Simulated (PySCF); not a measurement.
# CaO⁻ at M06-2X

Level: M06-2X. basis Ca aug-cc-pVDZ-X2C, O aug-cc-pVDZ-DK; spin-free X2C with a Gaussian nucleus; PySCF 2.14.

For CaO⁻, the state is ²Σ⁺ (doublet), unpaired electrons σ ↑. The bond length is 1.916 Å and the harmonic wavenumber is 686 cm⁻¹. The force constant is 3.17 mdyn/Å. The rotational constant Be is 0.4018 cm⁻¹, the anharmonicity ωexe is 3.75 cm⁻¹ and the vibration–rotation constant αe is 0.00251 cm⁻¹. The well depth De to Ca + O⁻ is 3.18 eV, the dissociation energy D0 is 3.14 eV and the bond order (Mayer) is 1.40. The dipole moment (positive dipole points towards O; it is taken about the centre of mass and depends on that origin) is -3.11 D.

For an ion De counts to the pair picked by the measured ionisation energies or electron affinities, which need not be the lowest pair at this level. The state was picked by a PBE0 search and need not be the measured ground state.
